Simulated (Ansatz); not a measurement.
Species: H6Cl2Si3, SMILES `[SiH3][Si@@H](Cl)[SiH2]Cl` (Cl–Si–Si–Cl torsion 177°) (charge 0, multiplicity 1), formula H6Cl2Si3.

### Question
How many basis functions does frozen-core CCSD(T)/cc-pVTZ // PBE-D3(BJ)/def2-TZVP (Ansatz, a quantum-chemistry and plane-wave program) use, how many core orbitals are frozen, and how many electrons are correlated?

### Answer
254 basis functions and 25 frozen orbitals, which leaves 32 correlated electrons. Core time is of the order of minutes.
